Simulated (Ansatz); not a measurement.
MoH6, SMILES [MoH6], multiplicity 1. Atoms are numbered in the order given.

```xyz
7

Mo     0.0000     0.0000     0.0000
H      0.0000    -1.8013     0.0000
H     -1.8013     0.0000     0.0000
H      1.8013     0.0000     0.0000
H      0.0000     0.0000    -1.8013
H      0.0000     0.0000     1.8013
H      0.0000     1.8013     0.0000
```

Geometry optimised at PBE0-D3(BJ)/def2-TZVPD. The multiplicity is an assumed one; other spin states were not compared. The def2 effective core potentials stand for the cores of Mo; spin–orbit coupling is left out.

Two levels are set side by side: PBE-D3(BJ)/def2-TZVPD (Ansatz, a program for electronic structure) and PBE0-D3(BJ)/def2-TZVPD (Ansatz). Each level has its own optimised geometry; the coordinates shown are those of the second. Differences are taken from unrounded values.

```json
[
 {"quantity": "mean bond length (Å)", "PBE0-D3(BJ)": "1.801"},
 {"quantity": "bond Mo1–H2 (Å)", "PBE0-D3(BJ)": "1.801"},
 {"quantity": "bond Mo1–H3 (Å)", "PBE0-D3(BJ)": "1.801"},
 {"quantity": "bond Mo1–H4 (Å)", "PBE0-D3(BJ)": "1.801"},
 {"quantity": "bond Mo1–H5 (Å)", "PBE0-D3(BJ)": "1.801"},
 {"quantity": "bond Mo1–H6 (Å)", "PBE0-D3(BJ)": "1.801"},
 {"quantity": "bond Mo1–H7 (Å)", "PBE0-D3(BJ)": "1.801"}
]
```

**Question.** What does PBE-D3(BJ) give, and how far is it from PBE0-D3(BJ)? (An estimate is asked for; the answer gives what the named calculation found.)

**Answer.** 
| quantity | PBE-D3(BJ) | PBE-D3(BJ) minus PBE0-D3(BJ) |
|---|---|---|
| mean bond length (Å) | 1.820 | 0.019 |
| bond Mo1–H2 (Å) | 1.820 | 0.019 |
| bond Mo1–H3 (Å) | 1.820 | 0.019 |
| bond Mo1–H4 (Å) | 1.820 | 0.019 |
| bond Mo1–H5 (Å) | 1.820 | 0.019 |
| bond Mo1–H6 (Å) | 1.820 | 0.019 |
| bond Mo1–H7 (Å) | 1.820 | 0.019 |

Exact exchange shortens and stiffens bonds; PBE has none. Differences between two approximate levels are no errors against the true value.
